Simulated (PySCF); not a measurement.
Computed Raman spectrum (relative Raman activity) of a molecule C₂H₇ClGe. The structure is a stationary point at PBE0-D3(BJ)/def2-SVP. Other conformers were not sampled. All values below come from PBE0-D3(BJ)/def2-SVP (PySCF). Frequencies are harmonic and unscaled.

Lines under 2 % of the strongest are left out, and lines within 2 cm⁻¹ are merged.

```
ν (cm⁻¹)  relative intensity
--------  ------------------
416                      3.0
481                      2.3
590                      7.0
644                      7.2
701                      3.4
784                      4.7
872                      9.6
1071                     2.6
1251                     3.0
1430                     4.6
1472                     7.7
1476                     6.1
2159                     100
2167                      60
3053                      62
3066                      60
3126                      52
3144                      44
3155                      12
```

Identify the compound among the candidates.
(A) ClC[CH2][GeH3]
(B) C[CH2][GeH2][Cl]
(C) [CH3][GeH]([CH3])[Cl]

B, C[CH2][GeH2][Cl]
